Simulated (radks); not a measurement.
The calcium ion Ca3+, 17 electrons, occupied as [He] 2s2 2p5.5 3s2 3p5 4p0.5 (fractional occupations, a model configuration). All-electron calculation, non-relativistic Kohn-Sham, LDA (Slater exchange, Perdew-Wang correlation), spin-unpolarised, spherical densities, point nucleus. Program: a radial shooting solver on a logarithmic mesh with Libxc functionals.

Normalised radial functions P(r) = r R(r), r in bohr:

r	2p	3s	3p
0.002842	0.0020	0.0519	0.0007
0.00424	0.0044	0.0753	0.0016
0.006275	0.0093	0.1068	0.0035
0.009287	0.0199	0.1485	0.0074
0.01385	0.0423	0.2011	0.0158
0.0205	0.0867	0.2574	0.0323
0.03035	0.1726	0.3035	0.0642
0.04491	0.3288	0.3097	0.1220
0.067	0.5946	0.2283	0.2191
0.09915	0.9704	0.0217	0.3515
0.1467	1.3952	-0.2887	0.4835
0.2189	1.6847	-0.5455	0.5123
0.324	1.5844	-0.4521	0.2902
0.4794	1.0655	0.1252	-0.2260
0.7096	0.4502	0.8405	-0.8001
1.059	0.0954	1.0476	-0.9978
1.567	0.0082	0.6322	-0.6790
2.318	0.0002	0.1810	-0.2438
3.459	0.0000	0.0187	-0.0364
5.119	0.0000	0.0005	-0.0017
7.575	0.0000	0.0000	0.0000

2p: eigenvalue -391.68 eV, 0 radial nodes, <r> = 0.325 bohr, 90 % of the charge inside 0.534 bohr. 3s: eigenvalue -85.128 eV, 2 radial nodes at r = 0.102, 0.448 bohr, <r> = 1.10 bohr, 90 % of the charge inside 1.64 bohr. 3p: eigenvalue -65.867 eV, 1 radial node at r = 0.412 bohr, <r> = 1.16 bohr, 90 % of the charge inside 1.77 bohr.
